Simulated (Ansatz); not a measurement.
Species: GeHSF, charge 0, singlet. GeHSF (SMILES [SH][Ge][F]).
B3LYP-D3(BJ)/def2-TZVP minimum from Ansatz (a quantum-chemistry and plane-wave program):
```
Ge
F 1 1.7710
S 1 2.2585 2 95.20
H 3 1.3458 1 92.69 2 180.00
```
Charge 0, spin multiplicity 1.

Total energies in def2-TZVPP, 18 correlated electrons, 20 frozen orbitals. UHF or UKS for unpaired electrons; spin-orbit terms are left out. Correlated methods leave the cores frozen (noble-gas shells, and filled d and f shells in the p block). No relativity.

```csv
method,program,energy (Eh),minus CCSDT(Q) (mEh)
HF,Ansatz,-2573.04140,571.82
MP2,Ansatz,-2573.56471,48.50
CCSD,Ansatz,-2573.58879,24.43
CCSD(T),Ansatz,-2573.61087,2.35
CCSDT(Q),Ansatz,-2573.61322,0.00
```

Rough core times of Ansatz's runs on a shared machine: CCSD(T) under 20 s, CCSDT(Q) 50 min.
